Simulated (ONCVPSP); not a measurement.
## Si (Z = 14): excitation energies, all-electron against ONCV

- Element: Si (Z = 14)
- Generator: ONCVPSP 4.0.1
- Type: optimised norm-conserving Vanderbilt (ONCV)
- Functional: Wu-Cohen
- Relativity: scalar-relativistic
- Frozen core: [Ne]
- Valence charge: 4
- Reference configuration: 3s1 3p3
- Partial waves: 3s: rc 1.95 bohr, ncon 4, nbas 7, qcut 4.1 1/bohr, 2 projectors, debl 1.8 Ha; 3p: rc 1.75 bohr, ncon 3, nbas 6, qcut 3.9 1/bohr, 1 projector
- Local potential: polynomial inside 1.75 bohr (lpopt 5, dvloc0 -1 Ha)
- Core correction: Teter function, fcfact 1.5, rcfact 1.65

Energies are relative to the spin-unpolarised reference configuration 3s1 3p3; without spin polarisation the order of configurations can differ from experiment.

```tsv
valence configuration	charge	ΔE all-electron (eV)	error AE − PS (meV)
3s2 3p2	0	-6.806	-3.2
3s2 3p0	+2	16.902	+11
```

**Question.** What are ΔE and the potential's error for 3s0 3p4?

**Answer.** ΔE = 6.952 eV all-electron; the error (AE − PS) is -3.9 meV.

**Question.** What are ΔE and the potential's error for 3s2 3p1?

**Answer.** ΔE = 0.912 eV all-electron; the error (AE − PS) is +0.2 meV.

Note: no bound ghost flagged; GHOST(+) flagged for s at 136.0 eV.
